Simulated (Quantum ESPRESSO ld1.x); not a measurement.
Q: Xe III, 52 electrons, occupied as [Kr] 4d10 5s2 5p3 5d1 (not the ground configuration). Method: Dirac Kohn-Sham, PW91, spin-unpolarised, spherical densities, point nucleus; open shells fill j = l - 1/2 first; computed with ld1.x of Quantum ESPRESSO 7.5. Some entries of the table are withheld. Estimate them.

orbital  occ.  eigenvalue (hartree)  r(max) (bohr)
1s1/2       2              -1263.29          0.017
2s1/2       2              -197.291            (1)
2p1/2       2              -185.420          0.074
2p3/2       4              -173.485          0.079
3s1/2       2                   (2)          0.279
3p1/2       2              -36.1264          0.266
3p3/2       4              -33.8596          0.277
3d3/2       4                   (3)          0.225
3d5/2       6                   (4)          0.227
4s1/2       2              -8.13113          0.662
4p1/2       2                   (5)          0.678
4p3/2       4                   (6)          0.700
4d3/2       4              -3.10171          0.746
4d5/2       6              -3.02825          0.752
5s1/2       2              -1.51569           1.60
5p1/2       2              -1.08186           1.77
5p3/2       1              -1.02268           1.84
5d3/2       1              -0.47382            (7)
5d5/2       0              -0.46835            (8)

A: 
(1) 2s1/2 r(max) (bohr): 0.097
(2) 3s1/2 eigenvalue (hartree): -41.0611
(3) 3d3/2 eigenvalue (hartree): -25.1735
(4) 3d5/2 eigenvalue (hartree): -24.6944
(5) 4p1/2 eigenvalue (hartree): -6.38356
(6) 4p3/2 eigenvalue (hartree): -5.93038
(7) 5d3/2 r(max) (bohr): 2.52
(8) 5d5/2 r(max) (bohr): 2.56
